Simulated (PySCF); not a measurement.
Compound: CH₇BFPSi.
SMILES with atom numbers: `[CH3:1][B:2]([F:3])[PH:4][SiH3:5]` (hydrogens: H6, H7, H8 on C1; H9 on P4; H10, H11, H12 on Si5)

Computed by this run: PySCF, PBE0-D3(BJ)/def2-SVP geometry optimisation, gas phase; density fitting, grid level 1; the optimiser is geomeTRIC in internal coordinates, started from a GFN2-xTB structure with every atom displaced at random (about 0.01 Å).

The end geometry, which sets the zero of energy:
```
atom  x, y, z in Å
C1      2.1495    0.3758   -0.4348
B2      0.8727    0.1225    0.4290
F3      0.6457    0.9275    1.4704
P4     -0.3448   -1.3419    0.1883
Si5    -2.3034   -0.2365    0.3288
H6      2.3018   -0.3434   -1.2501
H7      2.0962    1.3905   -0.8665
H8      3.0403    0.3685    0.2172
H9     -0.2511   -1.4642   -1.2280
H10    -3.4021   -1.1677   -0.0657
H11    -2.3724    0.9769   -0.5429
H12    -2.4820    0.1681    1.7527
```

Problem. These geometries come from the run, each turned onto the end geometry. Order them by energy, lowest first.
A.
```
atom  x, y, z in Å
C1      2.0485    0.4314   -0.4487
B2      0.8888    0.0329    0.5198
F3      0.7447    0.7210    1.6534
P4     -0.3425   -1.4318    0.2929
Si5    -2.2351   -0.2095    0.2638
H6      2.0889   -0.1379   -1.3861
H7      1.9605    1.5050   -0.6875
H8      3.0155    0.3155    0.0737
H9     -0.2007   -1.6014   -1.1186
H10    -3.3857   -1.1164   -0.0264
H11    -2.2254    0.8824   -0.7589
H12    -2.4072    0.3848    1.6208
```
B.
```
atom  x, y, z in Å
C1      2.0836    0.4114   -0.4427
B2      0.8668    0.0616    0.4744
F3      0.6760    0.7979    1.5719
P4     -0.3377   -1.4152    0.2475
Si5    -2.2526   -0.2209    0.2881
H6      2.1761   -0.2104   -1.3418
H7      2.0062    1.4702   -0.7454
H8      3.0143    0.3325    0.1427
H9     -0.2211   -1.5552   -1.1606
H10    -3.3948   -1.1278   -0.0290
H11    -2.2625    0.9188   -0.6794
H12    -2.4037    0.3131    1.6726
```
C.
```
atom  x, y, z in Å
C1      2.0344    0.4416   -0.4460
B2      0.9107    0.0134    0.5389
F3      0.7854    0.6988    1.6755
P4     -0.3460   -1.4395    0.3046
Si5    -2.2310   -0.2037    0.2598
H6      2.0548   -0.1030   -1.4017
H7      1.9378    1.5198   -0.6599
H8      3.0188    0.3113    0.0539
H9     -0.1900   -1.6380   -1.1198
H10    -3.3895   -1.1078   -0.0197
H11    -2.2156    0.8669   -0.7898
H12    -2.4193    0.4164    1.6025
```
D.
```
atom  x, y, z in Å
C1      2.0968    0.3982   -0.4418
B2      0.8665    0.0551    0.5105
F3      0.7480    0.7370    1.6455
P4     -0.3312   -1.3264    0.2565
Si5    -2.2920   -0.2072    0.2526
H6      2.0685   -0.1201   -1.3838
H7      2.0858    1.4872   -0.6694
H8      3.0368    0.2269    0.0514
H9     -0.2156   -1.5043   -1.0776
H10    -3.3184   -1.2104    0.0092
H11    -2.3634    0.8464   -0.7507
H12    -2.4311    0.3935    1.5958
```

Solution. B (0.005 eV), A (0.012 eV), C (0.028 eV), D (0.199 eV).

In the order of the answer:

```
step  E above end (eV)  largest force (eV/Å)  rms force component (eV/Å)  rms distance from end (Å)  rms bond change (Å)  bond most changed (Å)
   4             0.005                  0.11                       0.030                      0.134                0.002           P4–H9 -0.005
   2             0.012                  0.14                       0.043                      0.209                0.003           B2–P4 +0.007
   1             0.028                  0.46                       0.153                      0.239                0.009           P4–H9 +0.022
   0             0.199                  1.96                       0.682                      0.204                0.039           P4–H9 -0.074
```

The cost below is that of the whole optimisation. The run took 38 s on one thread, Arm Neoverse V2 (aarch64) (shared host), and the process peaked at 0.46 GiB of memory.
